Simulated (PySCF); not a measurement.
Work out the structure from these simulated measurements.

Elements present: C, H, O and P. Monoisotopic mass: 162.1174 u.

| Item | Value |
| --- | --- |
| NMR, other nuclei | isotropic shieldings of nuclei other than C and H, by class: 246 (1 O), 271 (1 P) ppm [GIAO PBE0/pcSseg-1] |
| 13C NMR | chemical shifts (computed TMS as zero) by class: 35.9 (2 C), 26.6 (6 C) ppm [GIAO PBE0/pcSseg-1] |
| 1H NMR | chemical shifts (computed TMS as zero) by class: 6.13 (1 H), 1.15 (18 H) ppm [GIAO PBE0/pcSseg-1] |
| Rotational structure | rotational constants A, B, C: 1.632, 0.866, 0.766 GHz [PBE0-D3(BJ)/def2-SVP] |
| Dipole | 3.83 D [PBE0/pcSseg-1] |

The electronic properties come from PySCF, for the isolated species, density fitting. Levels stand in brackets. Geometry: PBE0-D3(BJ)/def2-SVP; no solvent, vibrations or thermal averaging. NMR classes are plain means over equivalent atoms (diastereotopic ones count apart unless rotation or inversion swaps them), as if these changed places fast.

Question: Which formula fits the mass and the elements?

Answer: C8H19OP (calculated 162.1174). No other formula that holds each of these elements comes within 0.0003 u with a fitting electron parity and a possible valence count.

Question: Propose a structure and show how it fits.

Answer: Numbering: `[CH3:1][C:2]([CH3:3])([CH3:4])[PH:5](=[O:6])[C:7]([CH3:8])([CH3:9])[CH3:10]`. 8 carbons fall into 2 classes; from least to most shielded: sp3 carbon bound to phosphorus [C2/C7] (35.9 ppm, 2 C), methyl carbon [C1/C3/C4/C8/C9/C10] (26.6 ppm, 6 C, up to 6.3 ppm apart in this geometry). Hydrogen classes from least to most shielded: 1 H on a phosphoryl phosphorus, P5 (6.13 ppm), 18 H on 6 methyl carbons, C1/C3/C4/C8/C9/C10 (1.15 ppm, a mean of values up to 1.6 ppm apart in this geometry). The other shieldings belong to: 246 ppm, phosphoryl oxygen [O6]; 271 ppm, phosphoryl phosphorus [P5]. The optimised geometry has point group C1 and is an asymmetric top. Structure: Di-tert-butylphosphine oxide (`CC(C)(C)[PH](=O)C(C)(C)C`). The assignments are read from this structure; whether some other isomer fits the data as well wasn't checked.

Shape of the structure used: `[CH3:1][C:2]([CH3:3])([CH3:4])[PH:5](=[O:6])[C:7]([CH3:8])([CH3:9])[CH3:10]`: C1–C2–P5–O6 -175°, C2–P5–C7–C8 -57°.
